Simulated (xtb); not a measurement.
H$_{2}$HfI$_{2}$ (SMILES [I][HfH2][I]), singlet, geometry from GFN2-xTB (such geometries of metal compounds can be far from the true shape); xtb 6.7.1 with GFN1-xTB.

xtb was given this input:
```
$ xtb mol.xyz --gfn 1 --chrg 0 --uhf 0 --json

# file mol.xyz
5

Hf    -0.76624572    -0.43211545     0.54355670
I     -0.83512750     0.69617279    -2.02826489
I      1.92918833    -0.07918979     1.25216386
H     -1.75409959     0.60253026     1.62053960
H     -1.06143269    -2.19031726     0.37673281
```

The log (banner, timings and long lists left out):

```
   ID    Z sym.   atoms
    1   72 Hf     1
    2   53 I      2, 3
    3    1 H      4, 5

           -------------------------------------------------
          |                Calculation Setup                |
           -------------------------------------------------

           -------------------------------------------------
          |                 G F N 1 - x T B                 |
           -------------------------------------------------

          ...................................................
          :                      SETUP                      :
          :.................................................:
          :  # basis functions                  34          :
          :  # atomic orbitals                  31          :
          :  # shells                           13          :
          :  # electrons                        20          :
          :  # halogen bonds                     0          :
          :  max. iterations                   250          :
          :  Hamiltonian                  GFN1-xTB          :
          :  restarted?                      false          :
          :  GBSA solvation                  false          :
          :  PC potential                    false          :
          :  electronic temp.          300.0000000     K    :
          :  accuracy                    1.0000000          :
          :  -> integral cutoff          0.2500000E+02      :
          :  -> integral neglect         0.1000000E-07      :
          :  -> SCF convergence          0.1000000E-05 Eh   :
          :  -> wf. convergence          0.2000000E-04 e    :
          :  Broyden damping             0.4000000          :
          :  net charge                          0          :
          :  unpaired electrons                  0          :
          ...................................................

 iter      E             dE          RMSdq      gap      omega  full diag
   1    -10.2239560 -0.102240E+02  0.322E+01    0.05       0.0  T
   2     -9.0566841  0.116727E+01  0.201E+01    0.95       1.0  T
   3     -9.5394949 -0.482811E+00  0.152E+01    4.72       1.0  T
   4     -9.5696423 -0.301474E-01  0.131E+01    5.38       1.0  T
   5    -73.0582194 -0.634886E+02  0.645E+01    1.22       1.0  T
   6    -72.2055780  0.852641E+00  0.643E+01    1.23       1.0  T
   7    -10.2186386  0.619869E+02  0.558E+00    3.11       1.0  T
   8     -9.7649559  0.453683E+00  0.945E+00    5.68       1.0  T
   9     -9.8346073 -0.696515E-01  0.848E+00    5.52       1.0  T
  10     -9.7528820  0.817253E-01  0.907E+00    5.80       1.0  T
  11     -9.7485801  0.430191E-02  0.880E+00    5.90       1.0  T
  12     -9.9850687 -0.236489E+00  0.593E+00    5.18       1.0  T
  13    -10.0635891 -0.785203E-01  0.497E+00    4.77       1.0  T
  14    -10.0834891 -0.199000E-01  0.469E+00    4.66       1.0  T
  15    -10.2626028 -0.179114E+00  0.160E+00    1.91       1.0  T
  16    -10.2430432  0.195597E-01  0.210E+00    3.24       1.0  T
  17    -10.2501009 -0.705769E-02  0.194E+00    1.78       1.0  T
  18    -10.2611716 -0.110707E-01  0.158E+00    2.95       1.0  T
  19    -10.2753780 -0.142065E-01  0.703E-01    2.10       1.0  T
  20    -10.2773491 -0.197102E-02  0.536E-01    2.52       1.0  T
  21    -10.2789501 -0.160107E-02  0.267E-01    2.24       1.0  T
  22    -10.2793895 -0.439417E-03  0.143E-01    2.38       1.0  T
  23    -10.2795102 -0.120667E-03  0.530E-02    2.31       1.0  T
  24    -10.2795290 -0.188261E-04  0.328E-02    2.34       1.4  T
  25    -10.2795352 -0.618523E-05  0.631E-03    2.33       7.1  T
  26    -10.2795352 -0.694651E-08  0.828E-03    2.33       5.4  T
  27    -10.2795356 -0.374342E-06  0.375E-04    2.33     119.3  T
  28    -10.2795356 -0.915092E-09  0.201E-04    2.33     222.7  T
  29    -10.2795356 -0.198961E-09  0.999E-05    2.33     447.8  T
  30    -10.2795356 -0.608669E-10  0.866E-06    2.33    5165.5  T

[...]
         :: total energy             -10.256234531397 Eh    ::
[...]
         :: dispersion energy         -0.001969740121 Eh    ::
         :: halogen bond corr.         0.000000000000 Eh    ::
         :: add. restraining           0.000000000000 Eh    ::
         :: total charge               0.000000000000 e     ::
         :::::::::::::::::::::::::::::::::::::::::::::::::::::

           -------------------------------------------------
          |                Property Printout                |
           -------------------------------------------------

    * Orbital Energies and Occupations

         #    Occupation            Energy/Eh            Energy/eV
      -------------------------------------------------------------
         1        2.0000           -0.8503046             -23.1380
         2        2.0000           -0.8482938             -23.0832
         3        2.0000           -0.5166061             -14.0576
         4        2.0000           -0.4768565             -12.9759
         5        2.0000           -0.4328437             -11.7783
         6        2.0000           -0.4166734             -11.3383
         7        2.0000           -0.3886403             -10.5754
         8        2.0000           -0.3869328             -10.5290
         9        2.0000           -0.3863525             -10.5132
        10        2.0000           -0.3828480             -10.4178 (HOMO)
        11                         -0.2972691              -8.0891 (LUMO)
        12                         -0.2954938              -8.0408
        13                         -0.2874620              -7.8222
        14                         -0.2813198              -7.6551
        15                         -0.2798801              -7.6159
        16                         -0.0672191              -1.8291
        17                         -0.0560337              -1.5248
        18                         -0.0538743              -1.4660
        19                         -0.0484053              -1.3172
        20                         -0.0416100              -1.1323
        21                         -0.0408024              -1.1103
       ...                                ...                  ...
        31                          0.6662826              18.1305
      -------------------------------------------------------------
                  HL-Gap            0.0855789 Eh            2.3287 eV
             Fermi-level           -0.3400585 Eh           -9.2535 eV

  Mulliken/CM5 charges         n(s)   n(p)   n(d)
     1Hf    0.97833  1.03183   0.884  1.621  0.517
     2I    -0.19669 -0.23228   1.909  5.304 -0.017
     3I    -0.19669 -0.23228   1.909  5.304 -0.017
     4H    -0.29248 -0.28364   1.292  0.000  0.000
     5H    -0.29248 -0.28364   1.292  0.000  0.000

Wiberg/Mayer (AO) data.
largest (>0.10) Wiberg bond orders for each atom

 ---------------------------------------------------------------------------
     #   Z sym  total        # sym  WBO       # sym  WBO       # sym  WBO
 ---------------------------------------------------------------------------
     1  72 Hf   4.216 --     2 I    1.231     3 I    1.231     5 H    0.877
                             4 H    0.877
     2  53 I    1.300 --     1 Hf   1.231
     3  53 I    1.300 --     1 Hf   1.231
     4   1 H    0.914 --     1 Hf   0.877
     5   1 H    0.914 --     1 Hf   0.877
 ---------------------------------------------------------------------------

Topologies differ in total number of bonds
Writing topology from bond orders to xtbtopo.mol

 dipole moment from electron density (au)
     X       Y       Z
  -0.5355  -0.3020   0.3799  total (Debye):    1.837

           -------------------------------------------------
          | TOTAL ENERGY              -10.256234531397 Eh   |
          | GRADIENT NORM               0.015963011911 Eh/α |
          | HOMO-LUMO GAP               2.328719861297 eV   |
           -------------------------------------------------

normal termination of xtb
```
